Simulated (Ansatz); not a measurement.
C₃H₇BS. Total charge 0; spin multiplicity 1. The bonds changed during the relaxation, so this is another structure than the one it started from. The geometry is a stationary point of PBE0-D4/def2-TZVP. It is one conformer, not always the lowest.

```xyz
12

B     1.450    1.158    0.316
C     0.739    1.082   -1.069
S     0.712   -0.615   -0.364
C    -0.882   -0.662    0.366
C    -1.569   -1.788    0.486
H     0.830    1.496    1.283
H     2.643    1.072    0.358
H     1.315    1.058   -1.991
H    -0.276    1.435   -1.227
H    -1.235    0.289    0.752
H    -1.198   -2.732    0.103
H    -2.530   -1.792    0.986
```

(1) What is the dipole moment at ωB97M-V/def2-TZVPP? (Estimate.)

(2) And with PBE, r2SCAN, B3LYP? (An estimate is asked.)

(3) Give the Mulliken charges with ωB97M-V, B3LYP, PBE in def2-TZVPP. (Best estimate.)

Results:

(1) The calculation gave: 2.54 D, with components (-2.12, -1.04, -0.92) D in this frame, pointing from negative to positive charge.

(2) Computed: PBE 2.54 D, r2SCAN 2.53 D, B3LYP 2.49 D.

(3) Computed: 
```json
{"atom": "B1", "ωB97M-V": "-0.30", "B3LYP": "-0.16", "PBE": "-0.19"}
{"atom": "C2", "ωB97M-V": "-0.26", "B3LYP": "-0.22", "PBE": "-0.18"}
{"atom": "S3", "ωB97M-V": "0.12", "B3LYP": "0.05", "PBE": "0.06"}
{"atom": "C4", "ωB97M-V": "-0.07", "B3LYP": "-0.06", "PBE": "-0.03"}
{"atom": "C5", "ωB97M-V": "-0.23", "B3LYP": "-0.23", "PBE": "-0.21"}
{"atom": "H6", "ωB97M-V": "0.06", "B3LYP": "0.01", "PBE": "0.01"}
{"atom": "H7", "ωB97M-V": "0.07", "B3LYP": "0.02", "PBE": "0.01"}
{"atom": "H8", "ωB97M-V": "0.14", "B3LYP": "0.12", "PBE": "0.11"}
{"atom": "H9", "ωB97M-V": "0.13", "B3LYP": "0.12", "PBE": "0.11"}
{"atom": "H10", "ωB97M-V": "0.13", "B3LYP": "0.12", "PBE": "0.11"}
{"atom": "H11", "ωB97M-V": "0.11", "B3LYP": "0.11", "PBE": "0.09"}
{"atom": "H12", "ωB97M-V": "0.12", "B3LYP": "0.12", "PBE": "0.11"}
```

B3LYP here is the variant with VWN-RPA as its local correlation; programs differ in this.
